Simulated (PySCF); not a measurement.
# Computed spin Hamiltonian

Species: C₅H₁₀NSi (doublet state).
Structure used (GFN2-xTB), in Å, numbered top down from 1:
```xyz
17
C5H10NSi angstrom
C     -2.7364    1.0719   -0.2971
C     -1.6332    0.3586   -0.2271
C     -0.2877    0.4500   -0.9082
C      0.1253   -0.7218   -0.0658
N      1.3613   -0.9574    0.4735
Si     2.8369   -0.1048    0.1571
C     -1.2146   -0.8253    0.6146
H     -2.8252    1.9133   -0.9641
H     -3.5970    0.8452    0.3103
H      0.2642    1.3803   -0.7287
H     -0.3091    0.2791   -1.9883
H      1.3243   -1.5828    1.2659
H      3.8383   -0.9410    0.8132
H      2.9766   -0.0197   -1.2969
H      2.8710    1.2593    0.7112
H     -1.2247   -0.6482    1.6974
H     -1.7771   -1.7446    0.4231
```

The hyperfine couplings belong to this conformer and change with its torsions.

Identity: `[C]1(N[SiH3])CC(=C)C1` [radical].

Method used: UKS B3LYP, pcH-1 on C H N Si, non-relativistic, mean-field spin-orbit, GIAO in PySCF. Isolated species at its GFN2-xTB geometry (one conformer only). The geometry wasn't refined by DFT: couplings that depend on bond lengths, twists or pyramidal angles can differ widely from those at the functional's own minimum. The SCF solution wasn't tested for stability.

| Property | Result |
| --- | --- |
| g1, g2, g3 | 2.00211, 2.00300, 2.00334 |
| g_iso | 2.00281 |
| Form of g | rhombic: the two nearest values differ by 28 % of g3 − g1 |
| ⟨S²⟩ | 0.7538 (exact 0.7500) |
| Total energy | -540.73420 Eh |
| Basis functions | 285 |

Hyperfine couplings atom by atom, in G; T1 to T3 are the principal values of the dipolar part; ρ(0) is the spin density at the nucleus (MHz turned into gauss with g_iso; 10 G = 1 mT):

```tsv
atom	isotope	a_iso	of which spin–orbit	T1	T2	T3	Mulliken spin population	ρ(0) (bohr⁻³)
C1	13C	2.2	0.0	-0.8	0.0	0.8	-0.01	0.0055
C2	13C	5.3	0.0	-0.8	-0.4	1.2	0.02	0.0132
C3	13C	-5.0	0.0	-1.0	-0.2	1.2	-0.06	-0.0125
C4	13C	55.7	0.0	-24.5	-23.9	48.5	0.77	0.1389
N5	14N	4.4	0.0	-2.9	-2.6	5.4	0.12	0.0385
Si6	29Si	-0.2	0.0	-1.8	0.7	1.1	0.03	0.0007
C7	13C	-2.9	0.0	-1.1	-0.3	1.4	-0.06	-0.0072
H8	1H	0.2	0.0	-0.4	-0.4	0.7	0.00	0.0001
H9	1H	0.2	0.0	-0.4	-0.4	0.7	0.00	0.0001
H10	1H	25.1	0.0	-1.4	-0.9	2.2	0.05	0.0158
H11	1H	33.6	0.0	-1.9	-1.3	3.2	0.04	0.0211
H12	1H	-3.6	0.0	-3.1	-2.0	5.1	0.00	-0.0022
H13	1H	-0.9	0.0	-0.8	-0.5	1.3	0.00	-0.0006
H14	1H	2.6	0.0	-0.7	-0.7	1.4	0.01	0.0017
H15	1H	11.6	0.0	-0.7	-0.4	1.1	0.02	0.0073
H16	1H	25.4	0.0	-1.4	-0.9	2.3	0.05	0.0159
H17	1H	31.5	0.0	-2.0	-1.3	3.3	0.03	0.0198
```

Largest spin populations (Mulliken): C4 (+0.77), N5 (+0.12) and C3 (-0.06). No atom but C4 exceeds +0.15. The angles at C4 add up to 348.6°, so it is slightly pyramidal.

Axes: g2 points within 8° of the C4–N5 bond.

Under fast tumbling the dipolar parts average out, and these isotropic splittings remain: 2 × 1H (H10/H11, I = 1/2, 3 lines) with 2.94 mT, 2 × 1H (H16/H17, I = 1/2, 3 lines) with 2.85 mT, 1 × 14N (N5, I = 1, 3 lines) with 0.44 mT, 3 × 1H (H13/H14/H15, I = 1/2, 4 lines) with 0.44 mT and 1 × 1H (H12, I = 1/2, 2 lines) with 0.36 mT.

Means are taken over nuclei equivalent by connectivity, which assumes that they swap fast. H8 and H9 aren't averaged: C1 is flat or nearly so (angle sum 360°), and its turn about the short C1–C2 bond (1.32 Å) is taken as slow. C3 and C7, with what hangs on them, aren't averaged: C2 is flat or nearly so (angle sum 360°), and its turn about the short C2–C1 bond (1.32 Å) is taken as slow. The three 1H nuclei of mean +12.4 MHz run from -2.6 to 32.4 MHz in the frozen geometry. The 1H value of +82.4 MHz is a mean of couplings from 70.5 to 94.3 MHz in this one geometry, not an average over conformers. The 1H value of +79.8 MHz is a mean of couplings from 71.3 to 88.3 MHz in this one geometry, not an average over conformers.

The 13C coupling of C4 (156.1 MHz) shows only in satellite lines or after enrichment, since that isotope makes up about 1.07 % of natural carbon.

Time: 96 s of wall time (grids of density and orbitals included); peak memory 0.98 GiB. Hardware: one thread of an Arm Neoverse V1, shared host.
